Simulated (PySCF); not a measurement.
C5H7F. Atoms are numbered in the order given.

```xyz
13

C     -0.2431     2.7744     0.0000
C      0.2650     1.5333     0.0000
C     -0.5325     0.3229     0.0000
C     -0.0236    -0.9190     0.0000
C     -0.7580    -2.2062     0.0000
F      1.3065    -1.0888     0.0000
H     -1.3235     2.9492     0.0000
H      0.4046     3.6538     0.0000
H      1.3511     1.3963     0.0000
H     -1.6217     0.4146     0.0000
H     -0.4869    -2.8029    -0.8863
H     -1.8424    -2.0414     0.0000
H     -0.4869    -2.8029     0.8863
```

Geometry optimised at PBE0-D3(BJ)/def2-SVP. Other conformers were not sampled.

All values below come from PySCF with SMD-M06-2X/6-31G*.

Solvation free energies are E(SMD) − E(gas) at the gas-phase geometry, for 1 M in both phases. In vacuum the dipole moment is 1.44 D.

**Question.** Rank water, acetonitrile, dichloromethane by solvation free energy, most negative first.

**Answer.** dichloromethane (-4.6 kcal/mol), acetonitrile (-4.0 kcal/mol), water (0.5 kcal/mol)
